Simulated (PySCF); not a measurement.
# Running PySCF for LiTe⁻

Input:

```python
from pyscf import gto, dft

mol = gto.M(
    atom='Li 0 0 0; Te 0 0 2.516',
    basis='x2c-svpall',
    charge=-1,
    spin=0,
    symmetry=True,
    verbose=4,
)
mf = dft.RKS(mol, xc='wb97')
mf = mf.sfx2c1e()
mf.kernel()
mf.analyze()
print('orbital energies (hartree):', mf.mo_energy[..., max(0, mol.nelec[1]-3):mol.nelec[0]+3].round(4))
```

```bash
$ python input.py
```

It prints (some set-up lines and the per-cycle HOMO/LUMO lines with their warnings removed):

```
PySCF version 2.14.0

[INPUT] Symbol           X                Y                Z      unit          X                Y                Z       unit  Magmom
[INPUT]  1 Li     0.000000000000   0.000000000000   0.000000000000 AA    0.000000000000   0.000000000000   0.000000000000 Bohr   0.0
[INPUT]  2 Te     0.000000000000   0.000000000000   2.516000000000 AA    0.000000000000   0.000000000000   4.754550929406 Bohr   0.0

nuclear repulsion = 32.8106696754849
point group symmetry = Coov
symmetry origin: [0.         0.         4.49521179]
symmetry axis x: [1. 0. 0.]
symmetry axis y: [0. 1. 0.]
symmetry axis z: [0. 0. 1.]
num. orbitals of irrep A1 = 19
num. orbitals of irrep E1x = 10
num. orbitals of irrep E1y = 10
num. orbitals of irrep E2x = 3
num. orbitals of irrep E2y = 3
number of shells = 5
number of NR pGTOs = 121
number of NR cGTOs = 45
basis = x2c-svpall
ecp = {}

******** <class 'pyscf.x2c.sfx2c1e.sfX2C1eSymAdaptedRKS'> ********
method = sfX2C1eSymAdaptedRKS
initial guess = minao
damping factor = 0
level_shift factor = 0
DIIS = <class 'pyscf.scf.diis.CDIIS'>
SCF conv_tol = 1e-09
SCF max_cycles = 50
XC functionals = wb97
    J.-D. Chai and M. Head-Gordon.,  J. Chem. Phys. 128, 084106 (2008)

grids dens level: 3

******** <class 'pyscf.x2c.sfx2c1e.SpinFreeX2CHelper'> ********
approx = 1e
xuncontract = 1
Freeze 0 electrons in irreps []
    56 free electrons in irreps A1 E1x E1y E2x E2y
Initial guess from minao.
tot grids = 35680
init E= -6801.01481710445
cycle= 1 E= -6801.22143600193  delta_E= -0.207  |g|= 0.419  |ddm|= 1.36
cycle= 2 E= -6801.27510202753  delta_E= -0.0537  |g|= 0.34  |ddm|= 1.84
cycle= 3 E= -6801.31328676619  delta_E= -0.0382  |g|= 0.0173  |ddm|= 0.706
cycle= 4 E= -6801.31350684691  delta_E= -0.00022  |g|= 0.00864  |ddm|= 0.0645
cycle= 5 E= -6801.31354512701  delta_E= -3.83e-05  |g|= 0.00258  |ddm|= 0.0308
cycle= 6 E= -6801.31355190228  delta_E= -6.78e-06  |g|= 0.00074  |ddm|= 0.0167
cycle= 7 E= -6801.3135532526  delta_E= -1.35e-06  |g|= 0.000213  |ddm|= 0.0093
cycle= 8 E= -6801.31355339552  delta_E= -1.43e-07  |g|= 8.22e-05  |ddm|= 0.00224
cycle= 9 E= -6801.31355342727  delta_E= -3.17e-08  |g|= 3.43e-05  |ddm|= 0.000978
cycle= 10 E= -6801.31355343042  delta_E= -3.15e-09  |g|= 1.7e-05  |ddm|= 0.000333
cycle= 11 E= -6801.31355343044  delta_E= -2.36e-11  |g|= 1.66e-05  |ddm|= 3.78e-05
Extra cycle  E= -6801.31355343045  delta_E= -9.09e-12  |g|= 1.61e-05  |ddm|= 6.67e-06
converged SCF energy = -6801.31355343045
**** SCF Summaries ****
Total Energy =                       -6801.313553430453794
Nuclear Repulsion Energy =              32.810669675484903
One-electron Energy =                -9410.065661001026456
Two-electron Energy =                 2575.941437895088256
Two-electron Coulomb Energy =         2756.221651594292325
DFT Exchange-Correlation Energy =     -180.280213699204268
Wave-function symmetry id = 0
**** MO energy ****
[17 lines left out]
MO #18 (E1y #4), energy= -4.12062430550923 occ= 2
MO #19 (A1 #9), energy= -1.89173306755341 occ= 2
MO #20 (A1 #10), energy= -1.41259449480651 occ= 2
MO #21 (E1x #5), energy= -1.41052502948229 occ= 2
MO #22 (E1y #5), energy= -1.41052502948229 occ= 2
MO #23 (E2x #2), energy= -1.40563099859168 occ= 2
MO #24 (E2y #2), energy= -1.40563099859168 occ= 2
MO #25 (A1 #11), energy= -0.412577044316192 occ= 2
MO #26 (A1 #12), energy= -0.056515257320253 occ= 2
MO #27 (E1x #6), energy= -0.0321164885756942 occ= 2
MO #28 (E1y #6), energy= -0.0321164885756942 occ= 2
MO #29 (A1 #13), energy= 0.13652257401179 occ= 0
MO #30 (A1 #14), energy= 0.236737142265508 occ= 0
MO #31 (E1x #7), energy= 0.272838097285626 occ= 0
[14 lines left out]
 ** Mulliken pop on meta-lowdin orthogonal AOs  **
 ** Mulliken pop  **
pop of  0 Li 1s           1.99932
pop of  0 Li 2s           0.53212
pop of  0 Li 3s           0.00015
pop of  0 Li 2px          0.07630
pop of  0 Li 2py          0.07630
pop of  0 Li 2pz          0.00348
pop of  0 Li 3px          0.00423
pop of  0 Li 3py          0.00423
pop of  0 Li 3pz          0.00712
pop of  1 Te 1s           2.00000
pop of  1 Te 2s           2.00000
pop of  1 Te 3s           2.00000
[33 lines left out]
 ** Mulliken atomic charges  **
charge of    0Li =      0.29676
charge of    1Te =     -1.29676
Dipole moment(X, Y, Z, Debye):  0.00000,  0.00000, -14.34870
orbital energies (hartree): [-0.0565 -0.0321 -0.0321  0.1365  0.2367  0.2728]
```

In short: E(SCF) = -6801.313553 Eh, 11 cycles.

Wall time 5.9 s on one thread of a shared host.

The basis has no diffuse functions, which an anion needs. Stability towards an unrestricted solution was not tested. The bond length is a typed value, not an optimised one. The dipole of an ion depends on the origin.
